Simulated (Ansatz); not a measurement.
Cost and result up the ladder for the cluster Ge2H4 (the lowest singlet isomer of a short search) (6 atoms). Charge 0, multiplicity 1. Geometry: r2SCAN-D4/def2-TZVP.

```xyz
6

Ge    1.517   -0.898    0.103
Ge   -0.360    0.400   -0.556
H     0.445    0.390    0.951
H    -1.844    0.175   -0.195
H     0.457   -1.953    0.644
H    -0.215    1.886   -0.947
```

Ansatz on 4 threads of Arm Neoverse V1 on a shared host. Times are rough, and most runs start from the orbitals of an earlier one. ωB97M-V/def2-TZVP serves as the yardstick here, not as an exact answer. Differences are given only for rows in sets of like size (and for xTB, whose basis is part of the method), since another set adds its own error. Binding counts from free atoms at the same level (Ge triplet, H doublet; other spins of the atoms weren't run), without zero-point energy or a counterpoise term.

HSE06 is defined as in plane-wave codes, on full-range PBE exchange. Correlated methods freeze 18 core orbitals; core or outer-core shells of Ge are correlated, in sets that lack core-valence functions. The structure comes from a short search, and lower isomers may exist.

Correlated methods converge slowly with the basis.

```tsv
level	functions	binding energy per atom (eV)	difference from ωB97M-V/def2-TZVP (eV)
LDA (SPW92)/def2-TZVP	120	2.76	0.38
CAM-B3LYP-D4/def2-TZVP	120	2.39	0.01
r2SCAN-D4/def2-TZVPD	144	2.42	0.04
ωB97M-V/def2-TZVP	120	2.38	0.00
PBE0-D4/def2-TZVPD	144	2.37	-0.01
MP2/def2-TZVP	120	2.24	-0.14
r2SCAN0-D4/def2-TZVP	120	2.38	0.01
PBE0-D4/def2-TZVP	120	2.36	-0.01
PBE0-D4/def2-SVP	84	2.36	–
r2SCAN-D4/def2-TZVP	120	2.42	0.04
PBE-D4/def2-TZVPD	144	2.39	0.02
PBE-D4/def2-SVP	84	2.39	–
PBE-D4/def2-TZVP (with forces)	120	2.39	0.02
HSE06-D4/def2-TZVP	120	2.36	-0.01
```

Question: Estimate how long each takes.

Answer: LDA (SPW92)/def2-TZVP 0.55 s; PBE-D4/def2-SVP 0.55 s; MP2/def2-TZVP 0.85 s; PBE0-D4/def2-SVP 0.9 s; PBE-D4/def2-TZVP (with forces) 1 s; HSE06-D4/def2-TZVP 1.2 s; PBE-D4/def2-TZVPD 1.3 s; CAM-B3LYP-D4/def2-TZVP 1.3 s; PBE0-D4/def2-TZVP 1.6 s; PBE0-D4/def2-TZVPD 1.7 s; r2SCAN-D4/def2-TZVP 1.9 s; r2SCAN0-D4/def2-TZVP 2.2 s; r2SCAN-D4/def2-TZVPD 2.7 s; ωB97M-V/def2-TZVP 3.3 s. On shared hardware such times vary by a factor of up to 3.
